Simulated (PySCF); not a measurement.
Run record: excited-state job, `FC(F)(F)/C=N/[SiH3]`.

Method: TDDFT CAM-B3LYP/def2-SVPD, vertical, gas phase, core orbitals frozen in the response (PySCF 2.14.0, density-fitted response routines). Geometry: GFN2-xTB. The command runs a driver script over a list of jobs; the input below is this job's line of settings and its coordinates in Å.

Command:
```bash
OMP_NUM_THREADS=1 python probes_run.py task.json out
```

Input:
```
{"job": {"kind": "uv", "xc": "CAM-B3LYP", "basis": "def2-SVPD", "nstates": 8, "ntriplets": 3}, "charge": 0, "multiplicity": 1}
F     -1.939719     1.438322    -0.607571
C     -1.940514     0.193200    -0.140088
F     -2.604267    -0.566699    -1.029740
F     -2.678488     0.189441     0.984425
C     -0.552724    -0.367527     0.121421
N      0.455876     0.314246    -0.107297
Si     2.161587     0.060777     0.045374
H     -0.588924    -1.390601     0.513450
H      2.550986    -1.252809     0.565997
H      2.607321     0.249573    -1.329406
H      2.534290     1.134748     0.957471
```

**Question.** Give the output.

**Answer.** 
```
coarse grid: 10600 points
cycle   1  E = -721.5921039552  dE =  1.039e+00  |g| = 9.699e-01  |ddm| = 4.153e+00
cycle   2  E = -721.4649312069  dE =  1.272e-01  |g| = 1.342e+00  |ddm| = 2.090e+00
cycle   3  E = -721.7720670277  dE = -3.071e-01  |g| = 9.689e-02  |ddm| = 1.269e+00
cycle   4  E = -721.7734980581  dE = -1.431e-03  |g| = 5.950e-02  |ddm| = 1.814e-01
cycle   5  E = -721.7742008778  dE = -7.028e-04  |g| = 1.251e-02  |ddm| = 8.208e-02
cycle   6  E = -721.7742315506  dE = -3.067e-05  |g| = 2.819e-03  |ddm| = 1.606e-02
cycle   7  E = -721.7742335861  dE = -2.035e-06  |g| = 8.168e-04  |ddm| = 5.188e-03
final grid: 101640 points
cycle   8  E = -721.8668788072  dE = -2.027e-05  |g| = 3.962e-03  |ddm| = 3.996e-02
cycle   9  E = -721.8668778994  dE =  9.078e-07  |g| = 4.745e-03  |ddm| = 7.227e-03
cycle  10  E = -721.8668814787  dE = -3.579e-06  |g| = 2.388e-04  |ddm| = 3.353e-03
cycle  11  E = -721.8668814865  dE = -7.854e-09  |g| = 1.586e-04  |ddm| = 4.727e-04
cycle  12  E = -721.8668814913  dE = -4.741e-09  |g| = 4.785e-05  |ddm| = 1.872e-04
cycle  13  E = -721.8668814917  dE = -4.607e-10  |g| = 9.934e-06  |ddm| = 7.548e-05
converged SCF energy = -721.8668814917

Static polarisability (au): isotropic 62.069, principal 50.990 55.991 79.227

Singlet excitations
state   eV       nm        f      main configurations
  1   4.0861    303.4   0.00033   H->L 0.97
  2   6.7201    184.5   0.02588   H->L+1 0.96
  3   7.7721    159.5   0.39547   H-1->L 0.93
  4   7.8463    158.0   0.00303   H-2->L 0.81, H->L+4 0.08
  5   7.9370    156.2   0.08509   H->L+2 0.87
  6   7.9550    155.9   0.00390   H->L+4 0.89
  7   8.3252    148.9   0.09926   H->L+5 0.51, H->L+3 0.37
  8   8.4912    146.0   0.01587   H-1->L+1 0.87

Triplet excitations (Tamm-Dancoff, eV): 3.4540 5.0641 6.4425
```

The SCF starts on a coarse grid where the log names one; the energy can jump when the final grid takes over, and dE then counts from the start density on the new grid. H and L stand for HOMO and LUMO; the number after each pair is its weight.

**Question.** How does the lowest singlet excitation compare with the HOMO–LUMO gap?

**Answer.** HOMO -9.29 eV and LUMO -0.50 eV give a gap of 8.79 eV; S1 at 4.09 eV lies 4.70 eV below it.

**Question.** Give the mean polarisability as a volume in Å³, and the ratio of the largest to the smallest principal value.

**Answer.** 62.069 au × 0.148185 = 9.20 Å³; 79.227/50.990 = 1.55.

In short: HOMO -9.29 eV, LUMO -0.50 eV; lowest singlet 4.09 eV; lowest triplet 3.45 eV (Tamm–Dancoff); mean polarisability 62.1 au.

Time: 64 s wall (with the writing of density and orbital grids); peak memory 0.78 GiB. Hardware: one thread, Arm Neoverse V2 (aarch64), shared host.
Labels such as C1 count atoms from 1, the log's own numbers from 0.
